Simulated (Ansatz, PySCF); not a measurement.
BF₂H₃O₂Si, SMILES OB(O)[SiH](F)F.

Geometry: B3LYP-D3(BJ)/def2-SVP. The structure was generated by enumeration, and PubChem lists no compound with its InChIKey, so it may never have been made. One conformer was computed; it need not be the lowest.

Vertical ionisation energy (IE) and electron affinity (EA) in eV. Rows of orbital energies are one-electron estimates. Where ΔSCF, EOM or ADC give a negative EA the extra electron is unbound and the value depends on the basis.

```
level                                                                   IE     EA
-------------------------------------------------------------------  -----  -----
−ε(HOMO), −ε(LUMO), M06-2X/def2-TZVP (PySCF)                          9.98   0.06
−ε(HOMO), −ε(LUMO), PBE/def2-TZVP (PySCF)                              ___    ___
ΔSCF, PBE0/def2-SVPD (Ansatz), final states of multiplicity 2 and 2  11.02  -0.81
ΔSCF, PBE/def2-SVPD (Ansatz), final states of multiplicity 2 and 2   10.55  -0.67
```

Some entries are withheld; supply them. (Estimate from the structure and the level; the computed values follow.)


- −ε(HOMO), −ε(LUMO), PBE/def2-TZVP (PySCF), IE: 7.21
- −ε(HOMO), −ε(LUMO), PBE/def2-TZVP (PySCF), EA: 1.81

What vertical singlet–triplet gap does ΔSCF give with PBE0/def2-SVPD (Ansatz, a quantum-chemistry and plane-wave program) and with PBE/def2-SVPD (Ansatz)? (The exact figures need the calculation; the answer reports its results.)

5.27 and 4.96 eV (triplet above singlet where positive).
